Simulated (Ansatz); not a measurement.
`C[N](C)[Hf]([NH2])([OH])[Cl]` and `[NH2][Hf]([NH2])([OH])[Cl]` differ in one atom or group.

Ansatz, PBE0-D4/def2-TZVP geometries, multiplicity 1. Each molecule was computed in one conformer, which needn't be the lowest.

Elements past krypton have def2 core potentials.

```csv
property,`C[N](C)[Hf]([NH2])([OH])[Cl]`
HOMO–LUMO gap (PBE/def2-TZVPP) / eV,4.36
HOMO energy (PBE0/def2-TZVPP) / eV,-6.45
HOMO energy (ωB97M-V/def2-TZVPP) / eV,-8.70
"ideal-gas entropy at 298 K and 1 bar (rigid rotor, harmonic PBE0-D4/def2-TZVP) / J/(mol·K)",467
size of the dipole moment (B3LYP/def2-TZVPP) / D,3.15
LUMO energy (PBE/def2-TZVPP) / eV,-0.83
```

Task: Give the same properties after the change, and the shifts. (Estimate.)

Result: Ansatz gave: 
```csv
property,`[NH2][Hf]([NH2])([OH])[Cl]`,shift
HOMO–LUMO gap (PBE/def2-TZVPP) / eV,4.99,0.63
HOMO energy (PBE0/def2-TZVPP) / eV,-7.39,-0.94
HOMO energy (ωB97M-V/def2-TZVPP) / eV,-9.76,-1.06
"ideal-gas entropy at 298 K and 1 bar (rigid rotor, harmonic PBE0-D4/def2-TZVP) / J/(mol·K)",405,-62
size of the dipole moment (B3LYP/def2-TZVPP) / D,3.20,0.05
LUMO energy (PBE/def2-TZVPP) / eV,-1.00,-0.17
```

With PBE0 the HOMO falls by 0.94 eV and the LUMO falls by 0.07 eV, so the gap widens by about 0.87 eV. PBE moves the HOMO by -0.80 eV and ωB97M-V by -1.06 eV. The zero-point energy changes by -149.2 kJ/mol with -18 modes. Dipoles are sizes alone; their direction can turn. Modes under 60 cm⁻¹, often nearly free rotors, make the harmonic entropy too high.

B3LYP here is the variant with VWN-RPA as its local correlation; programs differ in this.
